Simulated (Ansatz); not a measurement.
`O[SiH2][SiH](O)O`, relaxed with RKS PBE0-D4/def2-TZVP in Ansatz 0.2.0 from a PBE-D4/def2-SVP geometry. The force threshold is 0.005 eV/Å; the program also tests the step.

Charge 0, multiplicity 1.

Start:

```xyz
11

O    -1.215    0.339   -1.352
Si   -1.175   -0.485    0.149
Si    0.972    0.297    0.777
O     1.136    1.522   -0.361
O     2.176   -0.872    0.707
H    -2.038    0.282   -1.870
H    -1.324   -1.975   -0.056
H    -2.323   -0.052    1.033
H     1.106    0.839    2.164
H     0.432    1.433   -1.043
H     2.253   -1.329   -0.149
```

(1) By how much does the energy fall, and how many steps does the optimiser take? (Best estimate.)

(2) Which bonds change most? (Best estimate.)

(3) Give the relaxed structure. (An estimate is asked.)

## Answers

(1) The calculation gave: 10.60 kJ/mol, in 17 steps.

(2) The calculation gave: O1–Si2 from 1.713 to 1.669 Å; Si3–O5 from 1.680 to 1.643 Å; Si3–O4 from 1.680 to 1.646 Å; O4–H10 from 0.984 to 0.962 Å.

(3) Ansatz gave: 
```xyz
11

O    -1.367    0.363   -1.323
Si   -1.171   -0.478    0.106
Si    0.961    0.306    0.743
O     1.257    1.481   -0.370
O     2.113   -0.866    0.755
H    -2.185    0.256   -1.810
H    -1.239   -1.949   -0.143
H    -2.270   -0.155    1.062
H     1.044    0.876    2.107
H     0.604    1.532   -1.076
H     2.253   -1.366   -0.050
```
